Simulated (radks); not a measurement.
The numbers below are computed, except where a source is named.
Problem. Ionisation of I, [Kr] 4d10 5s2 5p5, to I+, [Kr] 4d10 5s2 5p4, under several functionals. Scalar-relativistic Kohn-Sham, spin-polarised, spherical densities, finite nucleus; open shells are filled with parallel spins first (spin-orbit coupling, left out, can overturn this in heavy ions); a radial shooting solver on a logarithmic mesh with Libxc functionals. Known Delta-SCF values: exchange-only PBE 9.505 eV. What does PW91 give, and what is its highest occupied eigenvalue?

Solution. 10.622 eV by Delta-SCF; the 5p eigenvalue is -6.806 eV. NIST: 10.451 eV (measured).
